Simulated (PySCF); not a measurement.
C2H6Se2, triplet, geometry from GFN2-xTB (a higher spin typed on purpose: for a closed-shell molecule this is an excited state). Base run: R2SCAN/3-21G (PySCF).

Input for PySCF:
```python
from pyscf import gto, scf, dft

mol = gto.Mole()
mol.atom = '''
    C     2.408754   -0.260642   -0.232010
    Se    1.019854    0.638840    0.781680
    Se   -1.020044   -0.605067   -0.807866
    C    -2.408093    0.142896    0.323305
    H     3.074048    0.489261   -0.651170
    H     1.945919   -0.844231   -1.024836
    H     2.959978   -0.910199    0.442715
    H    -3.080895    0.730943   -0.294921
    H    -1.945494    0.768615    1.083466
    H    -2.951076   -0.676192    0.787300
'''
mol.basis = '3-21g'
mol.charge = 0
mol.spin = 2
mol.verbose = 3
mol.build()

mf = dft.UKS(mol)
mf.xc = 'r2scan'
mf.kernel()
mf.analyze()
```

Each row names what was changed in the base input (with any setting that the change needs).

```tsv
change	E (Eh)	HOMO (eV)	dipole (D)	<S^2>	core-seconds (rough)	outcome
base	-4859.45100	-4.23	0.14	2.005	20	converged
functional = m06	-4859.50127	-5.07	0.13	2.007	20	converged
functional = b97m_v	-	-	-	-	-	cut at the time limit
functional = mn15	-4859.12870	-5.66	0.13	2.005	20	converged
functional = blyp; dispersion = d3bj	-4859.72678	-3.59	0.13	2.002	10	converged
functional = tpss	-4859.52451	-4.06	0.14	2.003	20	converged
functional = hf	-4855.70385	-6.75	0.13	2.026	2	converged
functional = pbe0; dispersion = d3bjm	-4859.05573	-5.10	0.14	2.005	10	converged
functional = pbe0; dispersion = d3zero	-4859.04285	-5.10	0.14	2.005	10	converged
functional = pw6b95	-4861.97156	-5.12	0.13	2.004	20	converged
functional = b3lyp5	-4859.43883	-4.66	0.13	2.004	10	converged
functional = bp86	-4860.23837	-3.96	0.14	2.002	10	converged
functional = pbe	-4858.86243	-3.86	0.13	2.002	10	converged
```

Totals shift with the method and basis; they matter in differences.

Open shells are given as the SCF converged; they aren't shown to be the lowest states, and a large step between rows can be another state.
